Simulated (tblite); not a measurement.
C5H16BN2P.
SMILES with atom numbers: `[CH2:1]=[C:2]([CH2:3][N:4]([CH3:5])[CH3:6])[B@@H-:7]([NH3+:8])[PH2:9]` (hydrogens: H10, H11 on C1; H12, H13 on C3; H14, H15, H16 on C5; H17, H18, H19 on C6; H20 on B7; H21, H22, H23 on N8; H24, H25 on P9)
Bond orders are those of one Lewis drawing.

Computed with GFN2-xTB (tblite), gas phase: L-BFGS steps from a force-field or distance-geometry start until the largest atomic force falls under 0.01 eV/Å.

Step 106: E = -773.0389 eV
```
atom  x, y, z in Å  |  force x, y, z in eV/Å
C1     -0.5871   -0.6928    1.7804   -0.001  -0.021   0.021
C2     -0.5862   -0.4300    0.4771    0.026   0.030  -0.023
C3      0.7048   -0.6052   -0.2869    0.019  -0.030  -0.005
N4      1.8858   -0.2758    0.4942    0.016   0.010   0.022
C5      1.9607    1.1509    0.7281    0.002   0.009  -0.003
C6      3.0886   -0.7789   -0.1310    0.003   0.010  -0.002
B7     -1.8671    0.0728   -0.3357   -0.023  -0.054  -0.003
N8     -3.1384   -0.8044    0.2221   -0.002  -0.018   0.017
P9     -2.2942    1.9508    0.1920   -0.025   0.009   0.016
H10     0.3027   -1.0129    2.2959    0.025   0.005   0.013
H11    -1.4620   -0.5612    2.4024   -0.024  -0.003   0.024
H12     0.7780   -1.6590   -0.5804    0.008  -0.007  -0.010
H13     0.6677   -0.0109   -1.2181   -0.022   0.008   0.009
H14     2.8849    1.3857    1.2561   -0.044  -0.012   0.012
H15     1.9317    1.7327   -0.2092    0.041  -0.008   0.018
H16     1.1148    1.4532    1.3456    0.006  -0.010  -0.035
H17     3.0377   -1.8676   -0.1742    0.010   0.023  -0.019
H18     3.9492   -0.4964    0.4757   -0.007  -0.018  -0.026
H19     3.2362   -0.3926   -1.1535    0.021   0.003   0.012
H20    -1.8294   -0.0879   -1.5110    0.015   0.004  -0.016
H21    -3.1147   -1.7510   -0.1495   -0.002   0.076   0.022
H22    -4.0135   -0.3491   -0.0201   -0.018  -0.012  -0.004
H23    -3.0276   -0.8323    1.2343   -0.032   0.009  -0.025
H24    -2.6255    2.4470   -1.0590   -0.013  -0.022  -0.016
H25    -1.0083    2.4389    0.0928    0.023   0.018   0.001
```

Step 107: E = -773.0396 eV
```
atom  x, y, z in Å  |  force x, y, z in eV/Å
C1     -0.5853   -0.6924    1.7817   -0.002  -0.021   0.015
C2     -0.5868   -0.4298    0.4782    0.035   0.018   0.006
C3      0.7035   -0.6028   -0.2865    0.026  -0.015  -0.017
N4      1.8868   -0.2743    0.4925    0.007   0.001   0.012
C5      1.9636    1.1515    0.7308   -0.004   0.000  -0.011
C6      3.0887   -0.7787   -0.1336    0.003   0.008   0.002
B7     -1.8688    0.0688   -0.3351   -0.018  -0.036  -0.014
N8     -3.1400   -0.8062    0.2241   -0.031   0.015   0.011
P9     -2.2950    1.9507    0.1858    0.003   0.004   0.029
H10     0.3064   -1.0100    2.2966    0.009   0.011   0.005
H11    -1.4608   -0.5639    2.4032   -0.023  -0.003   0.034
H12     0.7767   -1.6558   -0.5828    0.010  -0.004  -0.010
H13     0.6616   -0.0061   -1.2157   -0.003   0.010   0.000
H14     2.8850    1.3842    1.2638   -0.031  -0.018   0.019
H15     1.9393    1.7387   -0.2029    0.038  -0.018   0.002
H16     1.1155    1.4510    1.3452   -0.013   0.004  -0.017
H17     3.0356   -1.8675   -0.1804    0.009   0.038  -0.017
H18     3.9484   -0.4998    0.4764   -0.007  -0.021  -0.038
H19     3.2385   -0.3898   -1.1550    0.021   0.002   0.022
H20    -1.8288   -0.0937   -1.5104    0.007   0.000  -0.011
H21    -3.1204   -1.7529   -0.1458    0.008   0.055   0.015
H22    -4.0135   -0.3482   -0.0206   -0.007  -0.018   0.003
H23    -3.0319   -0.8325    1.2366   -0.026   0.009  -0.021
H24    -2.6231    2.4498   -1.0646   -0.016  -0.034  -0.026
H25    -1.0063    2.4338    0.0864    0.006   0.015   0.007
```

Step 108: E = -773.0404 eV
```
atom  x, y, z in Å  |  force x, y, z in eV/Å
C1     -0.5838   -0.6946    1.7818   -0.007  -0.013   0.018
C2     -0.5864   -0.4295    0.4789    0.023  -0.001   0.020
C3      0.7028   -0.6000   -0.2878    0.023  -0.003  -0.021
N4      1.8872   -0.2728    0.4898    0.001  -0.004   0.006
C5      1.9668    1.1516    0.7336   -0.007  -0.005  -0.004
C6      3.0884   -0.7790   -0.1355    0.001   0.011   0.002
B7     -1.8695    0.0654   -0.3344   -0.005  -0.003  -0.006
N8     -3.1408   -0.8056    0.2261   -0.037   0.001   0.020
P9     -2.2964    1.9500    0.1825   -0.001  -0.007   0.029
H10     0.3083   -1.0122    2.2954    0.011   0.011   0.008
H11    -1.4590   -0.5660    2.4038   -0.021  -0.008   0.035
H12     0.7763   -1.6516   -0.5886    0.011  -0.006  -0.004
H13     0.6550   -0.0007   -1.2142    0.018   0.019  -0.013
H14     2.8863    1.3797    1.2712   -0.018  -0.020   0.028
H15     1.9484    1.7459   -0.1954    0.032  -0.026  -0.020
H16     1.1176    1.4497    1.3461   -0.027   0.013  -0.007
H17     3.0328   -1.8671   -0.1847    0.006   0.020  -0.017
H18     3.9466   -0.5040    0.4773    0.014  -0.015  -0.027
H19     3.2429   -0.3889   -1.1553    0.016   0.009   0.010
H20    -1.8261   -0.0972   -1.5089   -0.005  -0.008  -0.023
H21    -3.1211   -1.7559   -0.1348    0.014   0.058   0.014
H22    -4.0128   -0.3496   -0.0270   -0.011  -0.015   0.007
H23    -3.0377   -0.8232    1.2396   -0.027   0.011  -0.033
H24    -2.6278    2.4456   -1.0682   -0.022  -0.036  -0.031
H25    -1.0091    2.4341    0.0766    0.019   0.017   0.011
```

Step 109: E = -773.0413 eV
```
atom  x, y, z in Å  |  force x, y, z in eV/Å
C1     -0.5816   -0.6968    1.7805   -0.005  -0.004   0.049
C2     -0.5864   -0.4283    0.4784    0.000  -0.020   0.017
C3      0.7019   -0.5946   -0.2906    0.003   0.024  -0.005
N4      1.8867   -0.2710    0.4882   -0.006  -0.013  -0.015
C5      1.9704    1.1517    0.7399   -0.012  -0.011   0.007
C6      3.0861   -0.7793   -0.1377    0.007   0.008   0.003
B7     -1.8719    0.0611   -0.3351    0.016   0.030   0.005
N8     -3.1420   -0.8052    0.2308   -0.038   0.016   0.005
P9     -2.2961    1.9502    0.1758    0.011  -0.019   0.013
H10     0.3140   -1.0114    2.2914   -0.011   0.015   0.004
H11    -1.4558   -0.5705    2.4059    0.002  -0.017   0.015
H12     0.7747   -1.6440   -0.5977    0.015  -0.013  -0.005
H13     0.6493    0.0103   -1.2127    0.038   0.025  -0.024
H14     2.8874    1.3724    1.2840   -0.004  -0.020   0.033
H15     1.9595    1.7541   -0.1833    0.026  -0.035  -0.038
H16     1.1199    1.4479    1.3510   -0.039   0.020  -0.003
H17     3.0256   -1.8664   -0.1920    0.004   0.003  -0.018
H18     3.9440   -0.5120    0.4775    0.035  -0.005  -0.011
H19     3.2457   -0.3860   -1.1550    0.010   0.019  -0.003
H20    -1.8265   -0.1039   -1.5092   -0.017  -0.013  -0.019
H21    -3.1189   -1.7589   -0.1188    0.020   0.024   0.004
H22    -4.0143   -0.3556   -0.0317   -0.021  -0.003   0.007
H23    -3.0430   -0.8105    1.2442   -0.023   0.010  -0.012
H24    -2.6317    2.4391   -1.0768   -0.022  -0.036  -0.025
H25    -1.0081    2.4318    0.0611    0.010   0.014   0.013
```

Q: Estimate the geometry and energy of step 110. (The exact step hangs on the optimiser's Hessian estimate; all steps are aligned on step 109, rigid shifts and turns removed.)

A: E = -773.0424 eV, largest force 0.081 eV/Å
```
atom  x, y, z in Å  |  force x, y, z in eV/Å
C1     -0.5790   -0.6994    1.7782   -0.007   0.021  -0.002
C2     -0.5865   -0.4266    0.4761   -0.028  -0.042   0.063
C3      0.7006   -0.5854   -0.2962   -0.017   0.031   0.000
N4      1.8850   -0.2701    0.4858   -0.010  -0.012  -0.024
C5      1.9741    1.1499    0.7506   -0.014  -0.021   0.013
C6      3.0827   -0.7804   -0.1400    0.017   0.004  -0.003
B7     -1.8747    0.0573   -0.3365    0.032   0.055   0.018
N8     -3.1419   -0.8042    0.2388   -0.036   0.015   0.010
P9     -2.2944    1.9514    0.1651    0.003  -0.035   0.005
H10     0.3201   -1.0106    2.2840   -0.003   0.008   0.020
H11    -1.4513   -0.5768    2.4077    0.012  -0.023   0.001
H12     0.7717   -1.6319   -0.6153    0.019   0.009   0.000
H13     0.6438    0.0303   -1.2112    0.055   0.016  -0.017
H14     2.8884    1.3600    1.3030    0.006  -0.019   0.035
H15     1.9728    1.7631   -0.1656    0.019  -0.044  -0.043
H16     1.1219    1.4435    1.3604   -0.047   0.027  -0.006
H17     3.0153   -1.8661   -0.2016    0.005  -0.020  -0.021
H18     3.9407   -0.5239    0.4784    0.054   0.007   0.010
H19     3.2491   -0.3821   -1.1537    0.005   0.028  -0.019
H20    -1.8294   -0.1122   -1.5101   -0.027  -0.020  -0.014
H21    -3.1087   -1.7643   -0.0910    0.023   0.012   0.004
H22    -4.0168   -0.3688   -0.0381   -0.023   0.009   0.010
H23    -3.0478   -0.7875    1.2529   -0.029   0.007  -0.026
H24    -2.6391    2.4274   -1.0898   -0.025  -0.027  -0.024
H25    -1.0076    2.4318    0.0361    0.018   0.013   0.012
```

The energy changes by -0.0011 eV. The first-order estimate −F·Δx gives -0.0015 eV and the mean of the old and new forces, exact on a quadratic surface, -0.0011 eV. The step makes an angle of 83° with the force vector and moves no atom by more than 0.030 Å.

The cost below is that of the whole relaxation. The run took 4.2 s on one thread of an Arm Neoverse N1, no GPU, shared host with 64 logical CPUs at a one-minute load of 59.
